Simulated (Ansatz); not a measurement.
CH3Cl3Sn, singlet, geometry from GFN2-xTB (such geometries of metal compounds can be far from the true shape) (all electrons, no relativity), atoms displaced at random by about 0.05 Å a coordinate; Ansatz (a program for electronic structure) with PBE0/STO-3G.

Input for Ansatz:
Ansatz 0.2 input:
```yaml
crystal:
  periodic: [false, false, false]
  atoms:
    - {symbol: C, position_ang: [-2.41873101, -0.36621222, 0.07243313]}
    - {symbol: Sn, position_ang: [-0.05328633, 0.07109966, -0.00279555]}
    - {symbol: Cl, position_ang: [0.78451620, -1.36346214, -1.62264709]}
    - {symbol: Cl, position_ang: [0.37548906, 2.12832133, -0.47897474]}
    - {symbol: Cl, position_ang: [0.85050116, -0.57315173, 1.99030101]}
    - {symbol: H, position_ang: [-2.67879235, -1.45734318, 0.51551768]}
    - {symbol: H, position_ang: [-2.77378152, 0.39858912, 0.77002245]}
    - {symbol: H, position_ang: [-2.79641732, -0.12895117, -0.86885541]}
basis:
  gaussian:
    orbitals: STO-3G
hamiltonian:
  xc: pbe0
relax: {f_tol: 0.05}
```

Question: What does Ansatz print? Leave out banner, timings and long lists.

Answer: 
```
Functional definition: PBE0
846 factors; integrals over basis functions are off by at most 8.4e-6 eV
mean field evaluation 1: about -200539.8913 eV, gradient 2.0e1 eV
mean field evaluation 2: about -200541.3472 eV, gradient 1.4e1 eV
mean field evaluation 4: about -200542.3623 eV, gradient 4.0e-1 eV
mean field evaluation 8: about -200542.3281 eV, gradient 1.0e-2 eV
mean field -200542.32814294 eV, -7369.7946267809 hartree, gradient 1.1e-5 eV, S^2 0.000000; 0 other end points of the search recorded, 0 dependent functions left out
the calculation of the forces begins
reference -200542.32816148 eV, -7369.7946274621 hartree; 55, 55 occupied and 7, 7 virtual orbitals, 846 factors
relax step   1: F+E_penalty+E_count = -200542.32814294 eV  Δ(F+E_penalty+E_count) = +0.000e0 eV  max|allowed force component| = 4.217e0 eV/Å  Δτ_max = 0.0000 Å  (21 SCF iters, accepted)
these checks for a lower state are left out or cut short: starts, cluster_reference, orbital_swaps, neighbouring_geometries, increment
846 factors; integrals over basis functions are off by at most 1.4e-5 eV
mean field evaluation 16: about -200543.5348 eV, gradient 9.0e-4 eV
mean field -200543.51262123 eV, -7369.8381555551 hartree, gradient 8.3e-6 eV, S^2 0.000000; 0 other end points of the search recorded, 0 dependent functions left out
the calculation of the forces begins
reference -200543.51263970 eV, -7369.8381562338 hartree; 55, 55 occupied and 7, 7 virtual orbitals, 846 factors
relax step   2: F+E_penalty+E_count = -200543.51262123 eV  Δ(F+E_penalty+E_count) = -1.184e0 eV  max|allowed force component| = 1.185e0 eV/Å  Δτ_max = 0.1961 Å  (27 SCF iters, accepted)
these checks for a lower state are left out or cut short: starts, cluster_reference, orbital_swaps, neighbouring_geometries, increment
846 factors; integrals over basis functions are off by at most 1.7e-5 eV
mean field -200543.55500313 eV, -7369.8397130613 hartree, gradient 2.3e-5 eV, S^2 0.000000; 0 other end points of the search recorded, 0 dependent functions left out
the calculation of the forces begins
reference -200543.55502140 eV, -7369.8397137327 hartree; 55, 55 occupied and 7, 7 virtual orbitals, 846 factors
relax step   3: F+E_penalty+E_count = -200543.55500313 eV  Δ(F+E_penalty+E_count) = -4.238e-2 eV  max|allowed force component| = 5.131e-1 eV/Å  Δτ_max = 0.1566 Å  (22 SCF iters, accepted)
these checks for a lower state are left out or cut short: starts, cluster_reference, orbital_swaps, neighbouring_geometries, increment
846 factors; integrals over basis functions are off by at most 1.6e-5 eV
mean field evaluation 32: about -200543.5801 eV, gradient 7.6e-5 eV
mean field -200543.58013523 eV, -7369.8406366489 hartree, gradient 7.8e-6 eV, S^2 0.000000; 0 other end points of the search recorded, 0 dependent functions left out
the calculation of the forces begins
reference -200543.58015358 eV, -7369.8406373230 hartree; 55, 55 occupied and 7, 7 virtual orbitals, 846 factors
relax step   4: F+E_penalty+E_count = -200543.58013523 eV  Δ(F+E_penalty+E_count) = -2.513e-2 eV  max|allowed force component| = 2.349e-2 eV/Å  Δτ_max = 0.0672 Å  (23 SCF iters, accepted)
846 factors; integrals over basis functions are off by at most 1.6e-5 eV
mean field -200543.58013523 eV, -7369.8406366489 hartree, gradient 7.8e-6 eV, S^2 0.000000; 1 other end points of the search recorded, 0 dependent functions left out
the calculation of the forces begins
reference -200543.58015358 eV, -7369.8406373230 hartree; 55, 55 occupied and 7, 7 virtual orbitals, 846 factors
Total energy: -200543.58015358 eV, -7369.8406373230 hartree
Atom 0 at    -2.289912    -0.320784     0.103031 Å, force     0.023489     0.002345    -0.007615 eV/Å
Atom 1 at    -0.232682    -0.047036     0.005382 Å, force    -0.007267    -0.006801     0.007954 eV/Å
Atom 2 at     0.734860    -1.370878    -1.622276 Å, force     0.000227     0.003574     0.000663 eV/Å
Atom 3 at     0.322413     2.141717    -0.481555 Å, force     0.002623     0.004019    -0.004681 eV/Å
Atom 4 at     0.798634    -0.574212     2.004780 Å, force    -0.000956     0.000851    -0.004082 eV/Å
Atom 5 at    -2.537130    -1.332431     0.439155 Å, force    -0.012942     0.010289    -0.002899 eV/Å
Atom 6 at    -2.749973     0.384336     0.802130 Å, force    -0.005039    -0.011652    -0.006940 eV/Å
Atom 7 at    -2.756713    -0.171822    -0.875645 Å, force    -0.000136    -0.002626     0.017600 eV/Å
Dipole moment:    -0.729822    -0.096371     0.032038 e Å
```
